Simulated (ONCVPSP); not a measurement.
**Before and after: ONCV potential for caesium**

```json
{
 "Element": "caesium",
 "Generator": "ONCVPSP 4.0.1",
 "Type": "optimised norm-conserving Vanderbilt (ONCV)",
 "Functional": "Wu-Cohen",
 "Relativity": "scalar-relativistic",
 "Frozen core": "[Kr] 4d10",
 "Valence charge": "9",
 "Reference configuration": "5s2 5p6 6s1",
 "Partial waves": "5s+6s: rc 2.65 bohr, ncon 4, nbas 7, qcut 5.2 1/bohr, 2 projectors; 5p: rc 2.40 bohr, ncon 3, nbas 6, qcut 6.5 1/bohr, 2 projectors, debl 2.5 Ha; d scattering state at 0.06 Ha: rc 2.70 bohr, ncon 4, nbas 8, qcut 3.4 1/bohr, 2 projectors, debl 0.6 Ha",
 "Local potential": "polynomial inside 2.05 bohr (lpopt 3, dvloc0 -1 Ha)",
 "Core correction": "none"
}
```

In the d channel the program set the typed energies aside and used 0.050, 0.650 Ha.

All-electron outer shells of the reference configuration (Wu-Cohen, scalar-relativistic, ld1.x):

```tsv
shell	level (eV)	outermost node (bohr)	outermost maximum (bohr)
5s	-26.82	0.82	1.54
5p	-13.57	0.89	1.79
6s	-2.04	2.11	4.92
```

Change: local potential polynomial inside 2.05 bohr (lpopt 3, dvloc0 9 Ha).

Cutoffs: the cutoffs (Ha) at which the residual kinetic energy of the hardest occupied pseudo-wave falls to 1 and 0.1 mHa per electron; they do not see the model core or the augmentation charge, which bear on the density cutoff. Errors are all-electron minus pseudo energies relative to the spin-unpolarised reference configuration.

Question: Predict the effect on cutoff, ghosts and configuration errors.

Answer: The potential gets neither clearly harder nor softer (12 Ha and 14 Ha → 12 Ha and 14 Ha); the errors of the 4 common tests hardly move; the range in which the s phases agree widens (upper end 3.2 → 4.2); neither file shows a bound ghost.

```csv
quantity,base,changed
"cutoff, loose",12 Ha,12 Ha
"cutoff, tight",14 Ha,14 Ha
bound ghosts,none,none
GHOST(+) flags under 300 eV,s at 95.5 eV,s at 246.8 eV
"error for 5s2 5p6 6s0, meV [ΔE 3.74 eV]",-0.1,-0.1
"error for 5s2 5p6 6s0.5, meV [ΔE 1.42 eV]",-0.1,-0.1
"error for 5s2 5p6 6s0 6p1, meV [ΔE 1.31 eV]",+0.3,+0.2
"error for 5s2 5p5 6s1, meV [ΔE 17.91 eV]",-4.2,-4.3
s: phases at 2.69 bohr within 0.05 rad from the reference energy up to (Ha; the scan ends near 5),3.2,4.2
p: phases at 2.43 bohr within 0.05 rad from the reference energy up to (Ha; the scan ends near 5),to the end of the scan,to the end of the scan
d: phases at 2.74 bohr within 0.05 rad from the reference energy up to (Ha; the scan ends near 5),2.1,2.2
```
